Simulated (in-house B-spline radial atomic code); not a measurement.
Radial electron density of Tm⁶⁺, [Kr] 4d10 4f10 5s2 5p4 9g1. Computed with a radial B-spline atomic code at the basis-set limit: Dirac-Hartree-Fock, average of configuration, Fermi nucleus of rms radius 5.2256 fm.

Columns: r (bohr), 4πr²n(r) (electrons per bohr), bar.

```
 0.00063    2.715 #
0.000815    4.136 #
 0.00106    6.305 ##
 0.00137    9.418 ###
 0.00177    13.88 #####
 0.00229    20.17 #######
 0.00297    28.78 ##########
 0.00385    39.92 ##############
 0.00498    53.31 ###################
 0.00645    68.14 ########################
 0.00836    82.29 #############################
  0.0108     92.5 #################################
   0.014    96.05 ##################################
  0.0181    92.35 #################################
  0.0235    85.96 ###############################
  0.0304    86.21 ###############################
  0.0394    99.37 ###################################
  0.0511    118.2 ##########################################
  0.0661    123.2 ############################################
  0.0856    107.5 ######################################
   0.111    94.64 ##################################
   0.144    105.3 ######################################
   0.186    109.9 #######################################
   0.241     79.5 ############################
   0.312     52.5 ###################
   0.404    58.61 #####################
   0.523    59.03 #####################
   0.678    37.32 #############
   0.878     19.2 #######
    1.14    11.05 ####
    1.47    5.403 ##
    1.91    1.458 #
    2.47   0.2022 
     3.2 0.009831 
    4.14  0.02279 
    5.36  0.01641 
    6.94  0.02965 
    8.99  0.00449 
    11.6  0.06425 
    15.1  0.02299 
    19.5   0.1051 
    25.3 0.006323 
    32.8 1.389e-05 
    42.4 7.542e-10 
    54.5 1.501e-13
```

On this grid the curve has 8 maxima, near 0.014, 0.0661, 0.186, 0.523, 4.14, 6.94, 11.6, 19.5 bohr.

The 4f7/2 radial function P(r) = rR(r), positive near the nucleus, with its small component Q(r) (sign convention: Q ≈ (P' + κP/r)/2c):

| r (bohr) | P | Q |
| --- | --- | --- |
| 0.0304 | 0.002872 | -0.0001645 |
| 0.0511 | 0.01651 | -0.0008976 |
| 0.0856 | 0.07853 | -0.003954 |
| 0.144 | 0.291 | -0.01317 |
| 0.241 | 0.7439 | -0.02908 |
| 0.404 | 1.199 | -0.03889 |
| 0.678 | 1.107 | -0.02813 |
| 1.14 | 0.5489 | -0.01061 |
| 1.91 | 0.1187 | -0.001834 |
| 3.2 | 0.006061 | -8.161e-05 |
